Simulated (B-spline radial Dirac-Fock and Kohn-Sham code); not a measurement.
## The N1 (4s) level from Nd to Lu

The computed values come from a radial B-spline solver: Dirac-Fock energy differences between relaxed states, corrected for Breit and QED terms. Free neutral atoms, energies in eV. No correlation. Relaxation, Breit and QED are contributions to the binding energy. "Screened" places the removed electron in the lowest shell with room, a model of an edge from the Fermi level; tabulated edges (Elam, Ravel and Sieber 2002) are for the standard state, and for monatomic gases they compare with the unscreened value. A dash: no value, or a hole state left out as unreliable.

```csv
Z,element,binding,relaxation,Breit,QED,screened,tabulated edge
60,Nd,330.5,-9.7,-0.34,-0.37,324.9,319.2
61,Pm,345.4,-10.2,-0.38,-0.40,339.9,331
62,Sm,360.6,-10.7,-0.41,-0.44,355.1,347.2
63,Eu,375.9,-11.2,-0.45,-0.47,370.6,360
64,Gd,400.4,-11.1,-0.47,-0.50,393.9,378.6
65,Tb,407.5,-12.0,-0.53,-0.54,402.3,396
66,Dy,423.8,-12.5,-0.57,-0.58,418.7,414.2
67,Ho,440.4,-12.9,-0.61,-0.62,435.5,432.4
68,Er,457.3,-13.3,-0.66,-0.66,452.5,449.8
69,Tm,474.7,-13.7,-0.70,-0.71,470.0,470.9
70,Yb,492.4,-14.2,-0.75,-0.75,487.9,480.5
71,Lu,520.1,-14.2,-0.78,-0.80,514.5,506.8
```

Question: With what power of Z do the binding energy and the Breit term grow over this range?

Answer: Between the end points the binding energy grows as Z^2.69 and the Breit term as Z^4.90.
